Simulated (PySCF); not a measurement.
A composite method against measured constants

PySCF. The composite is CCSD(T) extrapolated to the basis-set limit from two correlation-consistent sets, with core-valence (CV) and scalar-relativistic (SR) terms as its label shows; it has no spin–orbit coupling and nothing beyond (T). Measured values: Huber and Herzberg, Constants of Diatomic Molecules (1979).

```json
{"molecule": "NH", "composite": "CCSD(T)/CBS(TQ)+CV+SR", "Re computed (Å)": "1.0356", "Re measured (Å)": "1.03621", "ωe computed (cm⁻¹)": "3295.1", "ωe measured (cm⁻¹)": "3282.27"}
{"molecule": "PbO", "composite": "CCSD(T)/CBS(DT)+CV", "Re computed (Å)": "1.9210", "Re measured (Å)": "1.921813", "ωe computed (cm⁻¹)": "739.2", "ωe measured (cm⁻¹)": "721.0"}
{"molecule": "HBr", "composite": "CCSD(T)/CBS(TQ)+CV", "Re computed (Å)": "1.4138", "Re measured (Å)": "1.414435", "ωe computed (cm⁻¹)": "2656.6", "ωe measured (cm⁻¹)": "2648.975"}
{"molecule": "CsF", "composite": "CCSD(T)/CBS(DT)+CV", "Re computed (Å)": "2.3635", "Re measured (Å)": "2.345351", "ωe computed (cm⁻¹)": "348.9", "ωe measured (cm⁻¹)": "352.56"}
{"molecule": "KH", "composite": "CCSD(T)/CBS(TQ)", "Re computed (Å)": "2.2411", "Re measured (Å)": "2.2425", "ωe computed (cm⁻¹)": "982.8", "ωe measured (cm⁻¹)": "983.6"}
{"molecule": "CsBr", "composite": "CCSD(T)/CBS(DT)", "Re computed (Å)": "3.0981", "Re measured (Å)": "3.072251", "ωe computed (cm⁻¹)": "147.6", "ωe measured (cm⁻¹)": "149.66"}
{"molecule": "AlI", "composite": "CCSD(T)/CBS(TQ)+CV", "Re computed (Å)": "2.5384", "Re measured (Å)": "2.537102", "ωe computed (cm⁻¹)": "317.8", "ωe measured (cm⁻¹)": "316.1"}
{"molecule": "MgH", "composite": "CCSD(T)/CBS(DT)+SR", "Re computed (Å)": "1.7293", "Re measured (Å)": "1.7297", "ωe computed (cm⁻¹)": "1503.7", "ωe measured (cm⁻¹)": "1495.2"}
```

Give the mean absolute errors, and the molecules missed most.

Re 6.1 mÅ, most for CsBr (+25.8 mÅ); ωe 6.9 cm⁻¹, most for PbO (+18.2 cm⁻¹).

The molecules are drawn from runs that passed checks on state, spin purity and fit, so the hardest cases are missing and the errors look smaller than over all diatomics.

Correlated steps freeze the inner cores (1 to 37 orbitals); shallow outer-core shells are correlated. These are scalar-relativistic numbers at best; spin–orbit coupling would shift them, the dissociation energy most. The CCSD T1 diagnostic is raised in PbO, a sign that a single reference may not be enough there. States were picked by a PBE0 search and need not be the measured ground states.
